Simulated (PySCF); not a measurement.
A side-by-side comparison of computed properties.

First species: C7H11FN2Si.
SMILES: `CNN([SiH3])c1cccc(F)c1`

Second species: C4H8O2SSi.
Structure used (GFN2-xTB), in Å, numbered top down from 1:
```xyz
16
C4H8O2SSi angstrom
C     -0.9043    2.1321   -0.5140
C     -0.1335    1.0946   -0.8102
Si    -0.1300   -0.5360    0.1367
O     -1.4235   -1.4932   -0.3076
C     -2.6551   -1.1456   -0.0419
O     -2.9847   -0.1606    0.5465
S      1.4795   -1.7760   -0.4988
C      2.8464   -0.6888    0.0188
H     -1.5842    2.1106    0.3210
H     -0.8961    3.0387   -1.0999
H      0.5276    1.1717   -1.6686
H     -0.1309   -0.3816    1.5867
H     -3.3675   -1.8915   -0.4337
H      2.7387    0.2855   -0.4447
H      3.7668   -1.1577   -0.3102
H      2.8430   -0.5932    1.0990
```

Levels: PBE0/pcSseg-1 for dipole moment, HOMO energy, LUMO energy and HOMO–LUMO gap; GFN2-xTB for rotational constant A and rotational constant C. Geometries: GFN2-xTB. Each structure is a single optimised conformer of the isolated species, non-relativistic unless stated; the electronic structure was computed with PySCF and density fitting.

Dipoles, sizes and rotational constants follow the conformer. The torsions of the flexible species, by atom-mapped SMILES:
- `[CH3:1][NH:2][N:3]([SiH3:4])[c:5]1[cH:6][cH:7][cH:8][c:9]([F:10])[cH:11]1`: C1–N2–N3–Si4 -78°, N2–N3–C5–C6 11°
- `[CH2:1]=[CH:2][Si@@H:3]([O:4][CH:5]=[O:6])[S:7][CH3:8]`: C1–C2–Si3–O4 79°, C2–Si3–O4–C5 -66°, Si3–O4–C5–O6 -2°, C2–Si3–S7–C8 63°

```
             property   column X   column Y
        dipole moment     1.81 D     3.48 D
          HOMO energy   -7.03 eV   -5.99 eV
          LUMO energy   -1.01 eV   -0.06 eV
        HOMO–LUMO gap    6.02 eV    5.93 eV
rotational constant A  2.281 GHz  1.593 GHz
rotational constant C  0.729 GHz  0.483 GHz
```

(1) Which column belongs to which species?

(2) How does each property change from the first species to the second?

## Answers

(1) Column X is the second species and column Y the first. The first has 22 atoms and 90 electrons, the second 16 and 78.

(2) dipole moment -1.67 D; HOMO energy -1.04 eV; LUMO energy -0.95 eV; HOMO–LUMO gap +0.09 eV; rotational constant A +0.688 GHz; rotational constant C +0.246 GHz.

On the first: In atomic units the dipole is 1.37 e·bohr (1 au = 2.5417 D).

On the second: In atomic units the dipole is 0.71 e·bohr (1 au = 2.5417 D).
